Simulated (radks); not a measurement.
Values are calculated unless marked as measured or tabulated.
Problem. These are the eigenvalues of the occupied orbitals of an atom or ion with whole-number occupations (eV). Level of theory: scalar-relativistic Kohn-Sham, BLYP, spin-polarised, spherical densities, finite nucleus; Fermi nuclear charge, rms radius of each element as measured or else 0.836 A^(1/3) + 0.57 fm (a radial shooting solver on a logarithmic mesh with Libxc functionals).

1s up: -68664.91
1s down: -68664.84
2s up: -12891.32
2s down: -12887.14
2p up: -11462.58
2p down: -11459.19
3s up: -3942.109
3s down: -3940.003
3p up: -3516.511
3p down: -3514.172
3d up: -3027.010
3d down: -3023.517
4s up: -1697.729
4s down: -1686.853
4p up: -1542.870
4p down: -1532.131
4d up: -1353.694

Which element is it, and in what charge state? The configuration may be excited. Open shells, if any, are filled with parallel spins first.

Solution. Z = 73, tantalum, charge +33: Ta33+ in [Kr] 4d4. The list shows which subshells hold electrons but not how many an open one holds; the 1s level, -2523.4 hartree, gives Z - s = 71.0 by -(Z - s)^2/2, which with screening and relativity narrows Z to a few neighbours, and the depths of the outer levels then fix element, charge and occupations together.
